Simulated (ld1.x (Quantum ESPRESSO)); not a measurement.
# Pseudopotential generation for Ga: TM semilocal, PBEsol, scalar-relativistic.

* Element: gallium (Ga)
* Generator: ld1.x (Quantum ESPRESSO) 7.5
* Type: norm-conserving Troullier–Martins (semilocal form)
* Functional: PBEsol
* Relativity: scalar-relativistic
* Frozen core: [Ar] 3d10
* Valence charge: 3
* Reference configuration: 4s1.75 4p1.25
* Partial waves: 4s (bound): rc 1.90 bohr; 4p (bound): rc 1.85 bohr
* Local potential: the p channel
* Core correction: a·sin(br)/r model core inside 1.98 bohr

All-electron outer shells of the reference configuration (PBEsol, scalar-relativistic, ld1.x):

```tsv
shell	level (eV)	outermost node (bohr)	outermost maximum (bohr)
3p	-99.19	0.24	0.56
3d	-19.65	–	0.53
4s	-9.25	0.81	1.90
4p	-2.78	0.87	2.50
```

What the tests gave:

```json
{"Cutoffs needed": "15 Ry and 35 Ry (the cutoffs (Ry, on a coarse ladder) from which the occupation-weighted sum of valence levels, in a spherical-Bessel basis at the reference potential, stays within 10 and 1 mRy of its value at 400 Ry)", "Ghost test": "no extra level below or beside the all-electron valence levels (s, p tested); the semilocal form is local in each channel, so this says nothing of the separable form that plane-wave codes build from it (spherical-Bessel basis up to 400 Ry, 20 bohr box)", "Largest excitation error": "-177 meV (all-electron minus pseudo) for 4s1 4p0, out of 7 test configurations"}
```

Generation and tests took about 1.3 s on one core of a shared server CPU.
